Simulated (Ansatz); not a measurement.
**A correction line for B3LYP-D4/def2-TZVPP: vertical ionisation energy**

The vertical ionisation energy (cation less neutral) in eV of 7 molecular compounds of Sn: x at B3LYP-D4/def2-TZVPP, y at CCSD(T)/def2-TZVPP. Shapes, held fixed at every level: PBE0-D4/def2-TZVP. Flexible molecules stand in one conformer, not always the lowest. Programs: Ansatz 0.2.0.

| molecule | x (eV) | y (eV) |
| --- | --- | --- |
| Sn(CH3)Cl | 8.77 | 8.80 |
| CH4S2Sn (SMILES C[S][Sn][SH]) | 8.85 | 8.96 |
| Sn(CH3)F | 8.91 | ? |
| CH4O2Sn (SMILES C[O][Sn][OH]) | 9.73 | 10.07 |
| SnSi2H6O2 (SMILES [SiH3][O][Sn][O][SiH3]) | 9.90 | 10.44 |
| SnBrF (SMILES [F][Sn][Br]) | 10.25 | 10.24 |
| Sn(OH)F | 10.26 | 10.28 |

Fit y = c + s·x to the known rows and predict y for Sn(CH3)F.


1. Means of the 6 rows: x = 9.6267, y = 9.798.
2. Σ(Δx)² = 2.2121, Σ(Δx·Δy) = 2.2902, so the slope is 2.2902/2.2121 = 1.0353.
3. Intercept: 9.798 − (1.0353) × 9.6267 = -0.169. The largest residual of the fit is 0.36.
4. Sn(CH3)F: -0.169 + 1.0353 × 8.91 = 9.06 eV.

CCSD(T)/def2-TZVPP gives 8.91 eV, so the prediction is off by +0.15 eV, within the largest residual. Uncorrected, B3LYP-D4/def2-TZVPP misses Sn(CH3)F by 0.00 eV, and the other rows by 0.18 on average. The line makes this one worse. Left out in turn, the other rows are missed by 0.25 eV on average, worse than no correction. Cations run unrestricted. For atoms past krypton def2 sets carry core potentials with scalar relativity. Relativity is left out for Br. Outer-core shells of Br, Sn are correlated, in sets that cover them unevenly.
